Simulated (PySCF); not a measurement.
In(Cl)(Me)(vinyl) (C3H6ClIn), SMILES C=[CH][In]([CH3])[Cl].

Coordinates come from a B3LYP-D3(BJ)/def2-SVP optimisation. The structure was generated by enumeration; whether it is a known compound was not checked. The def2 effective core potentials stand for the cores of In; spin–orbit coupling is left out. One conformer was computed; it need not be the lowest.

Level of theory: IEF-PCM-M06-2X/def2-SVP (PySCF).

The values are the electrostatic part of the solvation free energy, E(continuum) − E(gas) at the gas-phase geometry, in a cavity of scaled van der Waals radii (PySCF's table); cavitation and dispersion terms are not included. A continuum can't describe solvent molecules that bind to the metal. In vacuum the orbital gap is 7.72 eV. The dipole moment in vacuum is 3.68 D.

Computed values in water (ε = 78.36), dimethylsulfoxide (ε = 46.83), 1-octanol (ε = 9.86):
| solvent | ε | ΔG(elec) (kcal/mol) | dipole (D) | gap (eV) |
|---|---|---|---|---|
| water | 78.36 | -7.7 | 4.71 | 7.95 |
| dimethylsulfoxide | 46.83 | -7.6 | 4.70 | 7.95 |
| 1-octanol | 9.86 | -6.7 | 4.57 | 7.92 |
